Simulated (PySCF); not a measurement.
Species: C6H4OS.
Structure used (PBE0-D3(BJ)/def2-SVP), in Å, numbered top down from 1:
```xyz
12
C6H4OS angstrom
C     -1.9302   -0.5929   -0.1996
C     -1.6374    0.6636    0.2510
C     -0.2109    0.7297    0.2282
S      1.1289    1.7578    0.5601
C      2.2416    0.5166    0.0670
C      1.6353   -0.6447   -0.3381
C      0.2301   -0.4968   -0.2356
O     -0.8134   -1.3063   -0.4970
H     -2.8747   -1.1071   -0.3576
H     -2.3549    1.4226    0.5523
H      3.3104    0.7230    0.1070
H      2.1655   -1.5318   -0.6816
```

Level of theory: core-valence-separated Tamm–Dancoff BHandHLYP/aug-pcX-1 (pcseg-1 on H, def2-SVPD on S) in PySCF, non-relativistic, gas phase, PBE0-D3(BJ)/def2-SVP geometry. Absolute energies from this functional tend to lie a few eV below measured edges; no shift was applied.

Problem. What does the C 1s absorption edge look like?

Solution. 
```tsv
E (eV)	f	core hole on	main final orbital	polarisation
283.48	0.1106	C5 + C6	LUMO (2 roots, f summed)	out of plane
283.79	0.0522	C2	LUMO+5 (35 %)	out of plane
284.25	0.0524	C3	LUMO (62 %)	out of plane
284.36	0.0671	C1	LUMO (46 %)	out of plane
285.08	0.0583	C7	LUMO (49 %)	out of plane
285.76	0.0367	C3	spread	in plane
285.94	0.0396	C5	spread	in plane
286.15	0.0161	C2	LUMO+1 (60 %)	in plane
286.31	0.0165	C6	LUMO+2 (51 %)	in plane
286.33	0.0059	C2	LUMO (65 %)	out of plane
286.71	0.0217	C5	LUMO+2 (63 %)	in plane
286.71	0.0069	C3	LUMO+5 (57 %)	out of plane
286.80	0.0100	C6	LUMO (32 %)	out of plane
287.06	0.0028	C6	LUMO+1 (49 %)	in plane
287.16	0.0141	C7	LUMO (45 %)	out of plane
287.26	0.0027	C3	LUMO+3 (34 %)	in plane
287.33	0.0001	C2	LUMO+3 (41 %)	–
287.37	0.0217	C1	LUMO+1 (47 %)	in plane
287.40	0.0064	C2	spread	in plane
287.45	0.0047	C6	LUMO+7 (52 %)	in plane
287.55	0.0039	C2	spread	in plane
287.67	0.0003	C3	LUMO+2 (45 %)	–
287.67	0.0024	C5	spread	in plane
287.77	0.0010	C6	LUMO+3 (57 %)	–
```

The first line with a tenth or more of the strongest one's intensity is at 283.48 eV (f = 0.111, sum of 2), with the hole on C5 + C6 (aromatic CH next to a ring sulfur and aromatic CH carbon), polarised out of plane. It is also the strongest listed.

Problem. Give energies, oscillator strengths and core holes at the O K edge.

Solution. 
| E (eV) | f | core hole on | main final orbital | polarisation |
| --- | --- | --- | --- | --- |
| 533.15 | 0.0285 | O8 | LUMO (65 %) | out of plane |
| 535.56 | 0.0014 | O8 | spread | in plane |
| 536.31 | 0.0091 | O8 | LUMO+4/LUMO+5 (2 roots, f summed) | mixed |
| 536.54 | 0.0143 | O8 | LUMO+2 (32 %) | in plane |
| 536.85 | 0.0032 | O8 | LUMO+3 (49 %) | in plane |
| 537.01 | 0.0264 | O8 | spread | in plane |

The first line with a tenth or more of the strongest one's intensity is at 533.15 eV (f = 0.029), with the hole on O8 (furan-type oxygen), polarised out of plane: a 1s→π* resonance. It is also the strongest listed.

Roots within 0.03 eV whose holes lie on the same, on equivalent or on shared atoms are summed into one line, and the highest roots are left out, as the search may have cut off their partners. Final orbitals are the ground state's empty Kohn–Sham orbitals. A dash: too weak, shared between unlike atoms, or no plane or axis to refer to.

Problem. What length of transition dipole belongs to the line at 287.16 eV?

Solution. From f = (2/3) ΔE |μ|² in atomic units, with ΔE = 10.553 Eh and f = 0.0141: |μ| = 0.045 au = 0.11 D.

The list ends where the root search ended, not at a threshold.
